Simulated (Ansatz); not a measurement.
C3H3BrF2 (SMILES C=C(Br)C(F)F) moved off its minimum; all values from Ansatz (an electronic-structure program), cores frozen in correlated methods.
(charge 0, multiplicity 1)
```xyz
9

C     -1.39418    -1.14045    -0.74502
C     -0.37279    -0.41909    -0.28348
Br    -0.50049     1.48792     0.33993
C      1.10128    -0.91080    -0.28130
F      1.06775    -2.16866    -0.93242
F      1.57113    -1.10492     0.94287
H     -1.31329    -2.10994    -1.08200
H     -2.43426    -0.70284    -0.61185
H      1.72318    -0.29179    -0.99763
```

| level | largest force (eV/Å) | on atom | rms difference from CCSD(T)/aug-cc-pVTZ (eV/Å) | dipole (D) |
|---|---|---|---|---|
| HF/def2-TZVPP | 4.81 | C1 | 0.564 | 1.56 |
| PBE/def2-TZVPP | 4.22 | C1 | 0.229 | 1.17 |
| r2SCAN/def2-TZVPP | 4.34 | C1 | 0.206 | 1.24 |
| B3LYP/def2-TZVPP | 4.32 | C1 | 0.232 | 1.30 |
| wB97M-V/def2-TZVPP | 4.37 | C1 | 0.243 | 1.31 |
| MP2/aug-cc-pVTZ | 4.19 | C1 | 0.065 | 1.31 |
| CCSD(T)/aug-cc-pVTZ | 4.13 | C1 | 0.000 | 1.33 |

The differences count from one level among others, with limits of its own. Forces at CCSD(T)/aug-cc-pVTZ (eV/Å):

```
atom      Fx      Fy      Fz
----  ------  ------  ------
C1    -2.113   3.161   1.601
C2     1.384   0.813   0.377
Br3   -0.040  -1.702  -0.474
C4    -1.466  -0.475  -2.794
F5     0.202   0.784   0.796
F6     0.402   0.304   0.177
H7     0.458  -1.941  -0.713
H8     1.379  -0.600  -0.484
H9    -0.206  -0.344   1.514
```

Doubts at one or more of the structures used: a restricted determinant that unrestricted orbitals would lower (MP2/aug-cc-pVTZ, CCSD(T)/aug-cc-pVTZ).
